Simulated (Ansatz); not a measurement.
Reaction (redistribution): `[SeH][SiH2][SeH]` + `F[SiH2]OC[SiH3]` → `[SiH3][SiH2][SeH]` + `F[SiH2]OC[SeH]`

Program: Ansatz. Geometries: PBE0-D4/def2-TZVP. ΔE: electronic, gas phase. CCSD(T)/CBS is the MP2 limit (def2-TZVPP, def2-QZVPP) plus CCSD(T) − MP2 in def2-TZVPP, frozen cores. DFT in def2-TZVPP. For Se outer-core shells are correlated without core-valence functions, which leaves a few kJ/mol of doubt a bond. Scalar relativity is left out up to krypton. One conformer a species, not always the lowest.

`[SeH][SiH2][SeH]`:

Cartesian coordinates in Å:
```
Se -1.563 -1.189 -0.325
Si 0.249 -0.175 0.602
Se 1.151 1.478 -0.672
H -2.285 0.080 -0.488
H -0.073 0.508 1.879
H 1.192 -1.294 0.834
H 1.328 0.592 -1.831
```

`F[SiH2]OC[SiH3]`:

Z-matrix (Å, degrees):
```
Si
O 1 1.626
F 1 1.597 2 110.9
H 1 1.483 2 110.5 3 -117.3
H 1 1.474 2 106.8 3 117.9
C 2 1.425 1 124.1 3 69.2
Si 6 1.891 2 109.0 1 162.0
H 6 1.096 2 110.1 1 -77.1
H 6 1.099 2 110.9 1 41.0
H 7 1.484 6 109.9 2 59.7
H 7 1.488 6 108.5 2 179.5
H 7 1.485 6 109.7 2 -60.9
```

`[SiH3][SiH2][SeH]`:

Cartesian coordinates in Å:
```
Si -0.484 1.075 -0.740
Si 0.137 -0.343 1.011
Se 0.405 -2.474 0.225
H -0.603 2.485 -0.279
H -1.784 0.630 -1.303
H 0.555 1.005 -1.803
H 1.369 0.144 1.688
H -0.943 -0.465 2.025
H 1.347 -2.057 -0.822
```

`F[SiH2]OC[SeH]`:

```xyz
10

F     0.906   -0.399    2.106
Si    0.037   -1.169    1.011
O     0.419   -0.618   -0.480
C     0.516    0.704   -0.909
Se   -0.949    1.887   -0.355
H    -1.384   -0.967    1.356
H     0.430   -2.591    1.002
H     0.562    0.710   -1.996
H     1.410    1.186   -0.506
H    -1.946    1.257   -1.231
```

| level | ΔE (kJ/mol) |
| --- | --- |
| ωB97M-V | 86.7 |
| PBE | 70.2 |
| r2SCAN | 78.3 |
| CCSD/CBS(def2) | 85.8 |

What does CCSD(T)/CBS give? (An estimate is asked.)

Computed: +83.3 kJ/mol. The listed levels differ from it by 3.4, -13.1, -5.0, 2.5 kJ/mol.

Largest T1 diagnostic among the species: 0.012.

From PBE to PBE0 (25 % exact exchange), in def2-TZVPP and without D4, ΔE moves by +6.1 kJ/mol. In def2-TZVPP, CCSD(T) changes the Hartree–Fock value by −15.7 kJ/mol (the triples alone add −2.5 kJ/mol) and MP2 by −7.7 kJ/mol.
